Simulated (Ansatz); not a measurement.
`C[SiH](C)[GeH3]` + `[CH3][AlH][SH]` → `[CH3][AlH][S]C` + `C[SiH2][GeH3]`  (substitution at a C–Si bond)

Gas-phase electronic energies from Ansatz, PBE0-D4/def2-TZVP geometries. CBS: MP2 limit from def2 TZ/QZ plus the TZ coupled-cluster correction, frozen cores. This one scheme is used for every species. DFT in def2-TZVPP. For Ge outer-core shells are correlated without core-valence functions, which leaves a few kJ/mol of doubt a bond. Scalar relativity is left out up to krypton. Each species was taken in one conformer, which may not be the lowest.

| level | ΔE (kJ/mol) |
| --- | --- |
| r2SCAN-D4 | 65.2 |
| PBE0-D4 | 63.1 |
| B2PLYP | 62.9 |
| r2SCAN | 65.0 |
| HF/def2-TZVPP | 61.2 |
| CCSD(T)/def2-TZVPP | 65.1 |
| HF/def2-QZVPP | 60.8 |
| HF/CBS(def2) | 60.7 |

(1) What does CCSD(T)/CBS give? (An estimate is asked.)

Largest T1 diagnostic among the species: 0.011.

Answers

(1) Ansatz gave: +64.3 kJ/mol. The listed levels differ from it by 0.9, -1.2, -1.4, 0.7, -3.1, 0.8, -3.5, -3.6 kJ/mol.

In def2-TZVPP, CCSD(T) changes the Hartree–Fock value by +4.0 kJ/mol (the triples alone add −0.8 kJ/mol) and MP2 by +5.7 kJ/mol.
